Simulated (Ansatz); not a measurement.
`C[O][Ge][S]C` + HCl → `C[S][Ge][Cl]` + CH₃OH at 700 K and 1 bar (ligand exchange at a Ge–O bond).

Isolated molecules relaxed with PBE0-D4/def2-TZVP in Ansatz; ΔE leaves out vibrations. CCSD(T)/CBS adds triple-zeta CCSD(T) − MP2 to the extrapolated MP2 energy (def2 sets, frozen cores). This one scheme is used for every species. For Ge outer-core shells are correlated without core-valence functions, which leaves a few kJ/mol of doubt a bond. Scalar relativity is left out up to krypton. One conformer a species, not always the lowest.

```json
{"species": "`C[O][Ge][S]C`", "CCSD(T)/CBS energy (Eh)": "-2628.80748", "H − E (kJ/mol)": "293.6", "S (J/(mol·K))": "500.3"}
{"species": "HCl", "CCSD(T)/CBS energy (Eh)": "-460.38127", "H − E (kJ/mol)": "38.4", "S (J/(mol·K))": "211.8"}
{"species": "`C[S][Ge][Cl]`", "CCSD(T)/CBS energy (Eh)": "-2973.58695", "H − E (kJ/mol)": "166.0", "S (J/(mol·K))": "439.8"}
{"species": "CH₃OH", "CCSD(T)/CBS energy (Eh)": "-115.61712", "H − E (kJ/mol)": "170.8", "S (J/(mol·K))": "288.5"}
```

H − E and S are ideal-gas, rigid-rotor, harmonic terms from PBE0-D4/def2-TZVP, for one conformer and one mirror image of each species. 1 Eh = 2625.50 kJ/mol, R = 8.31446 J/(mol·K).

Question: By hand: ΔE, ΔH, ΔS and ΔG.

Answer: ΔE = (-2973.58695) + (-115.61712) − (-2628.80748) − (-460.38127) = -0.01532 Eh = -40.2 kJ/mol. Δ(H − E) = 166.0 + 170.8 − 293.6 − 38.4 = 4.8, so ΔH = -35.4 kJ/mol. ΔS = 439.8 + 288.5 − 500.3 − 211.8 = 16.2 J/(mol·K). ΔG = -35.4 − 700 × (16.2)/1000 = -46.7 kJ/mol.

Question: By hand: the equilibrium constant, and the temperature at which ΔG would vanish if ΔH and ΔS stayed fixed.

Answer: log₁₀ K = −ΔG/(RT ln 10) = 3.5. ΔH and −TΔS have one sign here, so there is no such temperature.

ΔH outweighs TΔS. A doubt of 5 kJ/mol in ΔE shifts log₁₀ K by 0.4 here. Other conformers and mirror images would add mixing entropy, several J/(mol·K) or more a flexible species. Modes under 60 cm⁻¹, often nearly free rotors, make the harmonic entropy too high. These are equilibria of isolated gas molecules and say nothing of rates. Largest T1 diagnostic: 0.015 (customary marks: 0.02 for closed shells, 0.045 for open ones).
